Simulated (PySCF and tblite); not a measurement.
Results of a calculation; reference values are marked as such.
System: C₅H₁₁NS, numbered as in [CH3:1][CH2:2][N:3]([CH3:4])[C:5]([CH3:6])=[S:7].

For the rotation about the C2–N3 bond (torsion C1–C2–N3–C4 from -80° to -280°, falling): electronic barrier 11.08 kcal/mol, zero-point change 0.13 kcal/mol, thermal and entropy terms at 250 K a further 0.51 kcal/mol (symmetry numbers apart). The minimum is C1, the saddle Cs. Level: PBE0/pcSseg-1 + D3(BJ) on GFN2-xTB stationary points, with GFN2-xTB thermal terms. Rates follow Eyring's equation with the number of equivalent paths and no tunnelling. Programs: tblite and PySCF.

(1) How many equivalent paths lead out of the minimum?

(2) Work out the rate at 250 K.

Answers

(1) 1: the symmetry number of the minimum is 1, that of the saddle displaced along its mode 1.

(2) ΔG‡ = 11.72 kcal/mol; k_B T/h = 5.2×10¹² s⁻¹; exp(−ΔG‡/RT) = 5.7×10⁻¹¹; times 1 gives k = 296 s⁻¹. Wigner's tunnelling factor for the 58i cm⁻¹ mode would be 1.00.
